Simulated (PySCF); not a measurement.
Potential energy curve for SiH (cation, charge +1), singlet.

Methods: RKS-PBE = PySCF 2.14.0 with restricted PBE/cc-pVDZ; UKS-PBE = unrestricted PBE/cc-pVDZ (PySCF); RKS-wB97X-V = PySCF with restricted wB97X-V/cc-pVDZ; UCCSD(T) = CCSD(T) on UHF/cc-pVDZ, 5 core orbitals frozen (PySCF).

Energies relative to the lowest point of each curve near equilibrium, in eV; the last columns give the difference from UCCSD(T):

```tsv
R / Å	RKS-PBE	UKS-PBE	RKS-wB97X-V	UCCSD(T)	RKS-PBE − UCCSD(T)	UKS-PBE − UCCSD(T)	RKS-wB97X-V − UCCSD(T)
1.20	1.523	1.523	1.428	1.381	0.142	0.142	0.047
1.30	0.662	0.662	0.589	0.559	0.103	0.103	0.031
1.37	0.305	0.305	0.253	0.234	0.071	0.071	0.019
1.44	0.099	0.099	0.069	0.061	0.038	0.038	0.009
1.48	0.034	0.034	0.018	0.015	0.019	0.019	0.004
1.52	0.000	0.000	0.000	0.000	0.000	0.000	0.000
1.58	0.000	0.000	0.023	0.026	-0.026	-0.026	-0.004
1.62	0.027	0.027	0.066	0.070	-0.044	-0.044	-0.004
1.68	0.099	0.099	0.164	0.167	-0.068	-0.068	-0.002
1.76	0.241	0.241	0.343	0.337	-0.096	-0.096	0.006
1.88	0.520	0.520	0.680	0.648	-0.128	-0.128	0.032
2.04	0.952	0.952	1.197	1.101	-0.150	-0.150	0.096
2.29	1.654	1.654	2.045	1.792	-0.138	-0.138	0.253
2.48	2.154	2.154	2.664	2.234	-0.080	-0.080	0.430
2.72	2.707	2.627	3.375	2.656	0.051	-0.029	0.719
3.01	3.245	2.886	4.108	2.949	0.295	-0.063	1.159
3.31	3.661	2.993	4.726	3.066	0.595	-0.073	1.660
3.71	4.042	3.057	5.362	3.115	0.927	-0.057	2.247
4.13	—	3.097	5.845	3.124	—	-0.026	2.721
4.60	—	3.118	6.217	3.128	—	-0.010	3.088
5.35	—	3.119	6.566	3.131	—	-0.012	3.435
6.02	—	3.101	6.735	3.132	—	-0.031	3.604
```

RKS-PBE is furthest from UCCSD(T) at 3.71 (0.927 eV, above); its mean absolute difference over the points is 0.165 eV.

UKS-PBE is furthest from UCCSD(T) at 2.04 (-0.150 eV, below); its mean absolute difference over the points is 0.064 eV.

RKS-wB97X-V is furthest from UCCSD(T) at 6.02 (3.604 eV, above); its mean absolute difference over the points is 0.889 eV.

A dash means that the run gave no value there, or that the column was ended at a point which the program doubted or which failed a test of continuity chosen for this set; such a test can also cut sound points.

The restricted form behind RKS-PBE, RKS-wB97X-V keeps the bonding electrons paired and can't separate into open-shell fragments. The unrestricted determinant behind UKS-PBE is spin-contaminated at 2.72 to 6.02 Å (<S²> up to 1.0, against 0.00 for a pure singlet). At the longest distance UKS-PBE, RKS-wB97X-V leaves fractional charges on the fragments, a sign of delocalisation error or of the restricted form. The unrestricted determinant behind UCCSD(T) is spin-contaminated at 1.20 to 1.58, 2.04 to 6.02 Å (<S²> up to 1.0, against 0.00 for a pure singlet).
